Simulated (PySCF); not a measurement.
**Two-component Hartree-Fock for Zn+ (zinc, charge +1)**

Start: [Ar] 3d10 4p1; 4p3/2 filled at m_j = +3/2. Calculated with PySCF 2.14 in x2c-TZVPall-2c with one added diffuse shell each of s, p, d type (7s8p5d1f, 63 functions): generalised Hartree-Fock with the X2C-1e Hamiltonian and a Gaussian nucleus; one run each with spin-orbit coupling (SO) switched off, then screened by Boettger's factors. This is a chosen level, not necessarily the ground level.

| spinor shell | electrons | ε, spin-free (eV) | ε, screened SO (eV) | weight of nominal j (screened SO) | rms radius, screened SO (bohr) |
| --- | --- | --- | --- | --- | --- |
| 1s1/2 | 2 | -9741.3 | -9741.2 | 1.000 | 0.0580 |
| 2s1/2 | 2 | -1244.8 | -1244.8 | 1.000 | 0.244 |
| 2p1/2 | 2 | -1076.2 | -1092.7 | 1.000 | 0.217 |
| 2p3/2 | 4 | -1076.2 | -1068.3 | 1.000 | 0.220 |
| 3s1/2 | 2 | -169.10 | -169.12 | 1.000 | 0.732 |
| 3p1/2 | 2 | -117.03 | -119.28 | 1.000 | 0.769 |
| 3p3/2 | 4 | -117.03 | -115.99 | 1.000 | 0.780 |
| 3d3/2 | 4 | -32.240 | -32.529 | 0.993 | 0.986 |
| 3d5/2 | 6 | -32.240 | -32.093 | 0.995 | 0.997 |
| 4p3/2 | 1 | -11.258 | -11.226 | 1.000 | 3.52 |

| quantity | spin-free | screened SO |
| --- | --- | --- |
| E (hartree) | -1793.73271 | -1793.78261 |
| M_J | 3/2 | 3/2 |
| ⟨J²⟩ | 3.753 | 3.753 |
| ⟨L²⟩ | 2.002 | 2.004 |
| ⟨S²⟩ | 0.751 | 0.753 |

Without spin-orbit coupling the j labels of p, d and f shells carry no meaning; the spin-free column gives the mean over the occupied spinors of each nl shell.
